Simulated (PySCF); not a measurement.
# Radial density of Ba⁻ (barium, charge -1)

UHF, [Xe] 5d1 6s2, 2D determinant. Computed with PySCF 2.14 in aug-cc-pVQZ-X2C (10s9p7d4f2g, 118 functions), with scalar relativity by spin-free X2C-1e.

```json
{"r (bohr)": "0.0271", "4πr²ρ (e/bohr)": "66.68", "4πr²(ρα − ρβ)": "-0.0004"}
{"r (bohr)": "0.0455", "4πr²ρ (e/bohr)": "70.20", "4πr²(ρα − ρβ)": "-0.0004"}
{"r (bohr)": "0.0765", "4πr²ρ (e/bohr)": "95.70", "4πr²(ρα − ρβ)": "0.0034"}
{"r (bohr)": "0.129", "4πr²ρ (e/bohr)": "72.04", "4πr²(ρα − ρβ)": "0.0104"}
{"r (bohr)": "0.217", "4πr²ρ (e/bohr)": "81.70", "4πr²(ρα − ρβ)": "0.0096"}
{"r (bohr)": "0.364", "4πr²ρ (e/bohr)": "39.49", "4πr²(ρα − ρβ)": "0.0032"}
{"r (bohr)": "0.613", "4πr²ρ (e/bohr)": "33.01", "4πr²(ρα − ρβ)": "0.0332"}
{"r (bohr)": "1.03", "4πr²ρ (e/bohr)": "13.59", "4πr²(ρα − ρβ)": "0.0052"}
{"r (bohr)": "1.73", "4πr²ρ (e/bohr)": "6.257", "4πr²(ρα − ρβ)": "0.1139"}
{"r (bohr)": "2.92", "4πr²ρ (e/bohr)": "1.470", "4πr²(ρα − ρβ)": "0.2922"}
{"r (bohr)": "4.90", "4πr²ρ (e/bohr)": "0.4804", "4πr²(ρα − ρβ)": "0.2318"}
{"r (bohr)": "8.25", "4πr²ρ (e/bohr)": "0.1913", "4πr²(ρα − ρβ)": "0.0138"}
{"r (bohr)": "13.9", "4πr²ρ (e/bohr)": "0.03917", "4πr²(ρα − ρβ)": "-0.0266"}
{"r (bohr)": "23.3", "4πr²ρ (e/bohr)": "0.001606", "4πr²(ρα − ρβ)": "-0.0015"}
```

Densities and radii are taken from the X2C orbitals without a picture-change correction, which distorts them close to the nucleus.

Spin-orbit coupling, absent here, splits the open shell strongly. ⟨S²⟩ = 0.96 against 0.75 shows spin contamination. The outer electron is barely bound at this level, so radii and moments hang on the diffuse functions. The configuration of this anion was assumed by filling the next shell in order. It is not the known or likely ground configuration (Ca⁻, Sr⁻ and Ba⁻, for instance, bind a p electron), so these values are not the electron affinity of the element.

Where is the radial spin density 4πr²(ρα − ρβ) most negative, and why is it negative at all?

Around r = 13.9 bohr, down to -0.0266 e/bohr: exchange with the open shell polarises the paired shells in an unrestricted calculation.
